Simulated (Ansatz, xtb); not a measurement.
# Relative energy of two structures of F2GeH2NSi

We compare a, a doublet given by its coordinates, with b, `F[Si]1(F)[NH][GeH]1`, a doublet. Both are isolated molecules in the gas phase, relaxed with B3LYP/6-31G*.

a (Å):

```xyz
7

F    -1.7392   -3.1199   -2.4845
F    -2.9407    0.9540   -0.0795
Ge   -2.7890   -0.1708   -1.4447
N    -2.0483   -1.5336   -0.3892
Si   -1.4341   -3.0780   -0.8899
H    -1.9388   -1.2539    0.5858
H    -2.1875   -4.2113   -0.2492
```

Close contacts (Å): F1–Si5 1.62, F2–Ge3 1.78, Ge3–N4 1.88, N4–Si5 1.74, N4–H6 1.02, Si5–H7 1.50.

b (Å):

```xyz
7

F    -3.9573   -1.4917   -1.8772
F    -2.8209    0.5777   -0.9604
Ge   -0.5488   -2.0757   -0.9888
N    -2.0982   -1.8991    0.2218
Si   -2.6307   -1.0067   -1.1133
H    -2.5185   -2.5231    0.9035
H    -0.5075   -3.6224   -1.3498
```

Task: Estimate which is lower in electronic energy at CCSD(T)/def2-SVP + ΔMP2/def2-TZVPP, and by roughly how much.

Result: Not settled: CCSD(T)/def2-SVP + ΔMP2/def2-TZVPP gives E(b) − E(a) = −2.1 kcal/mol, but this leans on the basis-set step: CCSD(T) alone gives +3.4 kcal/mol.

Level by level:

```json
{"level": "B3LYP/6-31G*", "geometry": "B3LYP/6-31G*", "E(b) − E(a) (kcal/mol)": "+0.8", "departure from the last row (kcal/mol)": "+2.9", "job, with rough time for the two": "optimisation, 69 s"}
{"level": "HF/def2-SVP", "geometry": "B3LYP/6-31G*", "E(b) − E(a) (kcal/mol)": "+11.3", "departure from the last row (kcal/mol)": "+13.4", "job, with rough time for the two": "part of the CCSD(T) run"}
{"level": "MP2/def2-SVP", "geometry": "B3LYP/6-31G*", "E(b) − E(a) (kcal/mol)": "+3.0", "departure from the last row (kcal/mol)": "+5.1", "job, with rough time for the two": "part of the CCSD(T) run"}
{"level": "CCSD(T)/def2-SVP", "geometry": "B3LYP/6-31G*", "E(b) − E(a) (kcal/mol)": "+3.4", "departure from the last row (kcal/mol)": "+5.5", "job, with rough time for the two": "single point"}
{"level": "CCSD(T)/def2-SVP + ΔMP2/def2-TZVPP", "geometry": "B3LYP/6-31G*", "E(b) − E(a) (kcal/mol)": "−2.1", "departure from the last row (kcal/mol)": "", "job, with rough time for the two": "single point, 66 s"}
```

B3LYP/6-31G*, HF/def2-SVP, MP2/def2-SVP, CCSD(T)/def2-SVP put the two in the other order. The largest departure from CCSD(T)/def2-SVP + ΔMP2/def2-TZVPP is that of HF/def2-SVP, 13.4 kcal/mol. Levels run at GFN2-xTB geometries aren't shown. The last row adds to CCSD(T) the change of the MP2 difference between the two basis sets, here −5.5 kcal/mol, a large step that makes the value less sure.

With harmonic frequencies from B3LYP/6-31G* (ideal gas, rigid rotor, one conformer each, 298.15 K, 1 atm): on the last row, ΔE + ΔZPE = −2.4, ΔH = −2.6, ΔG = −1.3 kcal/mol.

Open shells are spin-unrestricted. The correlated steps freeze 17 core orbitals; the filled d shell of Ge is correlated, in a basis made for valence electrons. Codes used: Ansatz 0.2.0; the last row on 2 threads of Intel(R) Xeon(R) 6975P-C (Granite Rapids) on a shared host.
